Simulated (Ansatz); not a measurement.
System (SMILES): [Cl][GeH][Cl], doublet.
Atoms: Ge1, Cl2, Cl3, H4. Bonds: Ge1-Cl2, Ge1-Cl3, Ge1-H4.

Basis-set convergence of the optimised Ge1-Cl2 bond length at PBE0 with Ansatz (a program for electronic structure). All functions are spherical. The program fits the integrals of some runs and decomposes those of others, by size. Open shells are unrestricted. No added dispersion term, no relativity. Reference: the value in pcseg-3, 2.1508 Å. Deviations are taken from unrounded values.

| basis | functions | optimised Ge1-Cl2 bond length (Å) | minus reference (Å) |
|---|---|---|---|
| pcseg-0 | 50 | 2.2723 | 0.1214 |
| pcseg-1 | 68 | 2.1721 | 0.0213 |
| cc-pV(D+d)Z | 78 | 2.1647 | 0.0139 |
| aug-cc-pV(D+d)Z | 109 | 2.1680 | 0.0172 |
| pcseg-2 | 125 | 2.1525 | 0.0017 |
| cc-pV(T+d)Z | 135 | 2.1526 | 0.0018 |
| aug-cc-pV(T+d)Z | 192 | 2.1533 | 0.0025 |
| cc-pV(Q+d)Z | 226 | 2.1508 | 0.0000 |
| pcseg-3 | 229 | 2.1508 | 0.0000 |

The smallest set listed that lies within 0.005 Å of the reference with all its larger relatives (same family, alike in diffuse functions; a set with none counts only in the reference's own line) is pcseg-2 (125 functions, 0.0017 Å off). Inside, with no larger relative to test it: aug-cc-pV(T+d)Z.
